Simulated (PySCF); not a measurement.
**SbH and its ions**

UHF; PySCF, scalar-relativistic core potentials, basis sets Sb cc-pVTZ-PP with ECP28, H cc-pVTZ. Neutral (UHF): triplet (π ↑↑), Re = 1.707 Å, ωe = 2027 cm⁻¹, De = 1.61 eV, HOMO -9.01 eV, LUMO 0.71 eV.

SbH⁺ (UHF): doublet (π ↑), Re = 1.698 Å, ωe = 2113 cm⁻¹, De = 1.76 eV to Sb⁺ + H. The energies at the minima are -239.83683 hartree for SbH and -239.52638 for SbH⁺.

(1) Work out the adiabatic ionisation energy, without and with harmonic zero-point energies (1 hartree = 27.2114 eV, 1 eV = 8065.5 cm⁻¹), and the change of the bond length.

These are scalar-relativistic numbers at best; spin–orbit coupling would shift them, the dissociation energy most. For an ion De counts to the pair picked by the measured ionisation energies or electron affinities, which need not be the lowest pair at this level. Hartree–Fock leaves out correlation, which carries a large part of most bond energies and some tenths to 1 eV of ionisation energies. States were picked by a PBE0 search and need not be the measured ground states.

Results:

(1) At UHF: 0.31045 hartree = 8.448 eV between the minima; the zero-point term (2113.0 − 2027.0)/2 cm⁻¹ = +0.005 eV makes it 8.453 eV. Re changes by -0.9 pm against the neutral. The electron leaves a π orbital, which is non-bonding in a hydride.
